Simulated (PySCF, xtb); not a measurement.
H6SeSi2, SMILES [SiH3][Se][SiH3].

GFN2-xTB in xtb at its own geometry gives an orbital gap of 4.32 eV and a dipole moment of 3.28 D.

Coordinates come from a PBE0-D3(BJ)/def2-SVP optimisation.

Task: What does PBE/def2-TZVPD run with PySCF give? (An estimate is asked for; the answer gives what the named calculation found.)

Result: gap 4.68 eV (levels -6.03 and -1.35 eV), dipole 0.72 D.
